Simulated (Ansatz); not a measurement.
Input (CCSDTQ/def2-SVP; Ansatz, an electronic-structure program):

Ansatz 0.2 input:
```yaml
crystal:
  periodic: [false, false, false]
  atoms:
    - {symbol: Pb, position_ang: [-0.00000000, -0.00000000, -0.42772181]}
    - {symbol: Cl, position_ang: [0.00000000, 0.00000000, 2.06312872]}
basis:
  gaussian:
    orbitals: def2-SVP
magnetization: {spin_polarized: true, initial_magnetization: 1}
correlation: {method: ccsdtq, electrons: outside_noble_gas}
```

Output:

```
Functional definition: HF
integrals: 0.03 GiB planned
832 factors; integrals over basis functions are off by at most 1.6e-7 eV
mean field: 0.18 GiB planned
mean field evaluation 1: about -17720.1521 eV, gradient 1.0e1 eV
mean field evaluation 2: about -17720.1943 eV, gradient 1.0e1 eV
mean field evaluation 4: about -17721.0510 eV, gradient 8.9e-1 eV
mean field evaluation 8: about -17721.0690 eV, gradient 8.6e-3 eV
mean field evaluation 16: about -17720.8676 eV, gradient 5.0e0 eV
mean field evaluation 32: about -17721.0694 eV, gradient 2.3e-1 eV
mean field evaluation 64: about -17717.2387 eV, gradient 3.7e-1 eV
mean field evaluation 96: about -17718.4524 eV, gradient 1.2e-1 eV
mean field evaluation 128: about -17717.5072 eV, gradient 7.6e0 eV
mean field evaluation 160: about -17716.4367 eV, gradient 1.0e1 eV
mean field evaluation 192: about -17717.4273 eV, gradient 6.4e0 eV
mean field -17721.06901865 eV, -651.2372746633 hartree, gradient 1.9e-6 eV, S^2 0.758315; 3 other end points of the search recorded, 0 dependent functions left out
determinant -17721.06901865 eV, -651.2372746633 hartree, with singles and doubles -17726.28919291 eV, -651.4291125290 hartree
determinant -17718.45298972 eV, -651.1411373734 hartree, with singles and doubles -17723.81739470 eV, -651.3382756201 hartree
14 core orbitals not correlated
reference -17721.06901865 eV, -651.2372746633 hartree; 6, 5 occupied and 24, 25 virtual orbitals, 832 factors
second order -4.66298712 eV of doubles, -0.00000000 eV of singles
coupled cluster: 1.42 GiB planned
cycle   1  -5.04405472 eV  change   -3.8e-1 eV  update   7.4e-2
cycle   2  -5.23798383 eV  change   -1.9e-1 eV  update   3.8e-2
cycle   3  -5.37173732 eV  change   -1.3e-1 eV  update   2.7e-2
cycle   4  -5.36466913 eV  change    7.1e-3 eV  update   1.0e-2
cycle   5  -5.36528348 eV  change   -6.1e-4 eV  update   8.3e-3
cycle   6  -5.37051823 eV  change   -5.2e-3 eV  update   5.0e-3
cycle   7  -5.37053128 eV  change   -1.3e-5 eV  update   2.0e-3
cycle   8  -5.37017143 eV  change    3.6e-4 eV  update   2.0e-3
cycle   9  -5.37023975 eV  change   -6.8e-5 eV  update   9.5e-4
cycle  10  -5.37029794 eV  change   -5.8e-5 eV  update   4.5e-4
cycle  11  -5.37020519 eV  change    9.3e-5 eV  update   3.7e-4
cycle  12  -5.37027147 eV  change   -6.6e-5 eV  update   2.2e-4
cycle  13  -5.37024781 eV  change    2.4e-5 eV  update   8.6e-5
cycle  14  -5.37023444 eV  change    1.3e-5 eV  update   4.4e-5
cycle  15  -5.37024559 eV  change   -1.1e-5 eV  update   2.7e-5
cycle  16  -5.37024921 eV  change   -3.6e-6 eV  update   1.2e-5
cycle  17  -5.37024890 eV  change    3.1e-7 eV  update   5.4e-6
cycle  18  -5.37024937 eV  change   -4.7e-7 eV  update   8.9e-6
cycle  19  -5.37024910 eV  change    2.7e-7 eV  update   3.4e-6
cycle  20  -5.37024843 eV  change    6.7e-7 eV  update   1.2e-6
Total energy: -17726.43926708 eV, -651.4346276531 hartree
```
